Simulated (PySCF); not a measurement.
ZnCl₂, SMILES [Cl][Zn][Cl]. Geometry optimised at PBE-D3(BJ)/def2-TZVP. The isomer is the one that the SMILES or the coordinates give; other isomers of the formula were not compared.

Problem. Give the equilibrium geometry at PBE-D3(BJ)/def2-TZVP (PySCF confirms it by a frequency run) as bond lengths and angles, and its point group. (An estimate is asked for; the answer gives what the named calculation found.)

Solution. point group D∞h.
Atoms: Zn1 Cl2 Cl3. Bonded distances (Å): Zn1–Cl2 2.090, Zn1–Cl3 2.090. Bond angles (°): Cl2–Zn1–Cl3 180.0.
Charge 0, spin multiplicity 1.
